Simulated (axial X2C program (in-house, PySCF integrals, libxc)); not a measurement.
# Working with the constants of OsBr

A bond curve at the PBE0 level, non-relativistic, was computed with an in-house relativistic program for diatomic molecules (basis Os dyall-v2z [10s9p7d5f], Br dyall-v2z [7s7p4d] (cores contracted in-house)) for the state M_S = 3/2, Λ = 3 (beyond evenly filled blocks: σα, π+α, π+β, π-α, δ+α, δ+β, δ-α). Its fit gives Re = 2.4526 Å, ωe = 228.7 cm⁻¹, ωexe = 0.499 cm⁻¹ and αe = 1.592e-04 cm⁻¹; the masses are 191.9615 and 78.9183 u. The Hamiltonian is X2C with the speed of light multiplied by 100, the non-relativistic limit, so these are model numbers and not those of the real molecule.

(1) Find the reduced mass, Be and the force constant.

(2) Estimate De from a Morse curve and compare with the computed well depth of 3.284 eV to Os + Br.

(3) Estimate the centrifugal constant by the Kratzer relation.

(4) The dipole moment p changes by 4.66 D/Å at Re. What harmonic infrared intensity follows?

(5) A Morse curve ties αe to the other constants (Pekeris). How well does that hold?

Occupations by symmetry block were frozen at the best pattern of an incomplete PBE0 search. Dissociation energies refer to the lowest single-determinant-based atoms at the same level and basis. PBE0 can misorder states that lie within some tenths of an eV, so this need not be the ground state of the molecule. The nearest other spin-free determinant of the search, M_S = 3/2, Λ = 0, lies 0.08 eV up at the distance of the search. The functionals have no current-density term, which raises determinants with orbital currents, atoms included.

## Answers

(1) From the PBE0 values: μ = 55.9262 u. Be = 16.8576/(μ Re²) = 0.05011 cm⁻¹. k = 5.8918×10⁻⁷ μ ωe² = 1.72 mdyn/Å.

(2) De(Morse) = ωe²/(4ωexe) = 3.249 eV against 3.284 eV computed, a ratio of 0.99. For De the Morse form works well here.

(3) D = 4Be³/ωe² = 9.62e-09 cm⁻¹.

(4) I = 42.256 × (dp/dR)²/μ = 16 km/mol.

(5) αe(Morse) = 6Be²/ωe × (√(ωexe/Be) − 1) = 1.420e-04 cm⁻¹; the PBE0 curve gives 1.592e-04 cm⁻¹, a ratio of 0.89.
